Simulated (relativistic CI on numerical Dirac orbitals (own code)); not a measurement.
## Ag⁴⁺ (4d7) in a crystal field

Calculated by Dirac-Coulomb-Breit CI, KLI orbitals optimised for each configuration, QED by a radiative potential, valence Slater integrals scaled by 0.9, one configuration in a parametric crystal field (own radial code). With so little scaling, terms lie 10 to 35 % too far apart, which can change the order of excited levels.

Field parameters in Wybourne normalisation: Oh B⁴₀ = 21Dq, B⁴₄ = √(5/14) B⁴₀. The field is a parameter set, without covalency.

S is read from ⟨S²⟩ = S(S + 1).

Powder χT (cm³ K mol⁻¹) by Van Vleck's formula, with temperature-independent terms:

```tsv
Field	2 K	5 K	10 K	20 K	50 K	100 K	200 K	300 K
Oh, 10Dq = 7250 cm⁻¹	2.17	2.18	2.2	2.24	2.36	2.57	2.98	3.35
Oh, 10Dq = 13050 cm⁻¹	2	2.01	2.03	2.07	2.17	2.35	2.71	3.03
Oh, 10Dq = 18850 cm⁻¹	1.02	1.06	1.13	1.27	1.53	1.71	1.86	1.97
Oh, 10Dq = 24650 cm⁻¹	0.582	0.583	0.583	0.585	0.591	0.6	0.618	0.636
Oh, 10Dq = 30450 cm⁻¹	0.505	0.505	0.506	0.507	0.511	0.517	0.529	0.541
Oh, 10Dq = 36250 cm⁻¹	0.475	0.475	0.476	0.477	0.479	0.484	0.494	0.504
Oh, 10Dq = 42050 cm⁻¹	0.458	0.458	0.458	0.459	0.461	0.466	0.474	0.482
```

Question: For Oh, 10Dq = 7250 cm⁻¹: what effective moment follows at 300 K?

Answer: μ_eff = √(8χT) = 5.17 μB. The ground level has S = 1.49; the spin-only moment for S = 3/2 is 3.88 μB. The difference comes from the orbital moment, spin-orbit mixing of terms and temperature-independent paramagnetism, all larger in this ionic model than in covalent complexes.
